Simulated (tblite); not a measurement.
Compound: C4H15NOSi3.
SMILES with atom numbers: `[CH3:1][O:2][C@@H:3]1[SiH2:4][CH2:5][SiH2:6][CH2:7][Si@@H:8]1[NH2:9]` (hydrogens: H10, H11, H12 on C1; H13 on C3; H14, H15 on Si4; H16, H17 on C5; H18, H19 on Si6; H20, H21 on C7; H22 on Si8; H23, H24 on N9)

Geometry (GFN2-xTB, Å), atoms numbered from 1 in this order:
```
atom  x, y, z in Å
C1     2.6761   -0.1639   -1.3419
O2     1.3910    0.2855   -1.0306
C3     1.0128    0.0922    0.3469
Si4    0.4217   -1.6932    0.6555
C5    -1.0689   -2.0177   -0.4684
Si6   -2.4956   -0.7859   -0.2265
C7    -1.8404    0.9823   -0.4408
Si8   -0.3341    1.4144    0.6414
N9     0.4392    2.9240    0.3104
H10    3.4339    0.3439   -0.7290
H11    2.8475    0.0706   -2.3926
H12    2.7789   -1.2446   -1.1903
H13    1.8752    0.3282    0.9822
H14    1.4878   -2.6741    0.3760
H15    0.0786   -1.8117    2.0780
H16   -0.7400   -1.9728   -1.5065
H17   -1.4301   -3.0321   -0.3065
H18   -3.5543   -1.0540   -1.2187
H19   -3.0746   -0.9516    1.1157
H20   -2.6426    1.6904   -0.2371
H21   -1.5668    1.1268   -1.4863
H22   -0.7101    1.4608    2.0618
H23    1.1190    2.9387   -0.4333
H24   -0.1158    3.7636    0.2816
```

Method: GFN2-xTB as coded in tblite; computed harmonic values from a numerical Hessian at the method's own geometry, unscaled. Against measured fundamentals such values can be off by several per cent, at times by over 20. Modes of hydrogen on silicon can be 10 to 20 % off. One conformer, not necessarily the lowest.

Harmonic wavenumbers (cm⁻¹): 29.2, 65.1, 80.2, 119.4, 132.1, 165.1, 183.8, 185.6, 197.2, 208.1, 250.8, 267.9, 334.9, 377.3, 455.7, 463.1, 520.5, 551.0, 558.2, 599.5, 614.7, 627.1, 639.6, 661.1, 694.3, 711.7, 731.2, 764.3, 785.3, 800.8, 809.4, 823.4, 834.7, 864.1, 891.6, 959.2, 1007.3, 1020.9, 1074.3, 1104.1, 1124.4, 1135.5, 1138.2, 1163.9, 1286.7, 1411.0, 1451.5, 1456.1, 1472.6, 1497.4, 1513.1, 2150.1, 2156.6, 2190.1, 2200.9, 2226.9, 2861.6, 2881.5, 2923.7, 2975.3, 2979.7, 2988.7, 2992.8, 3005.3, 3469.9, 3506.4.

A = 1111, B = 906.4, C = 608.3 MHz; mass 177.046 u (most abundant isotopes); point group C1, symmetry number 1.

What is the zero-point energy?

Half the sum of the wavenumbers: 39162 cm⁻¹ = 468.48 kJ/mol.

Entropy at 298.15 K, 1 bar (ideal gas, RRHO, classical rotation)?

Translation 173.41, rotation 128.20, vibration 189.87: S = 491.5 J/(mol K).

And Cp and H(298.15 K) − H(0)?

Cp = 231.77 J/(mol K), of which vibrations give 198.51 (their classical limit is 66 R = 548.8); H(298.15 K) − H(0) = 39.89 kJ/mol without the zero-point energy, 29.97 from vibrations.

What must be added to the electronic energy to get the Gibbs energy at 298.15 K and 1 bar?

ZPE + [H(298.15 K) − H(0)] − T·S = 468.48 + 39.89 − 146.53 = 361.84 kJ/mol.

Blend soft modes into free rotors: weight 1/[1 + (100 cm⁻¹/ν̃)⁴] for the oscillator and the rest for a rotor with moment μB/(μ + B), μ = h/(8π²ν), B = 10⁻⁴⁴ kg m². What vibrational entropy results?

175.45 J/(mol K) in place of 189.87, which changes −T·S at 298.15 K by +4.30 kJ/mol.

Hindered rotation and anharmonicity are outside this model. Other conformers, if any are populated, would add a mixing term that is left out. The structure is chiral; the term R ln 2 for an equal mix with its mirror image is left out.
